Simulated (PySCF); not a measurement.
diarsenic cation (As2), SMILES [As]#[As] (connectivity only; charge and spin as stated), charge +1, multiplicity 2.

Geometry: PBE0-D3(BJ)/def2-TZVP. The multiplicity is an assumed one; other spin states were not compared.

These are PySCF with ωB97X/def2-TZVPD values and carry that method's errors.

Isolated molecule, no solvent.

```json
{
 "total_energy": "-4471.47740 hartree",
 "point_group": "D∞h",
 "α spin, highest occupied and lowest empty level": "-16.04 and -7.77 eV",
 "β spin, highest occupied and lowest empty level": "-15.84 and -9.72 eV",
 "dipole_moment_about_the_centre_of_nuclear_charge": "0.00 D",
 "mean_static_polarisability": "50.1 bohr³ (7.42 Å³)",
 "polarisability_principal_values": "37.5, 37.9, 74.9 bohr³",
 "⟨S²⟩": "0.751 (pure state 0.75)"
}
```
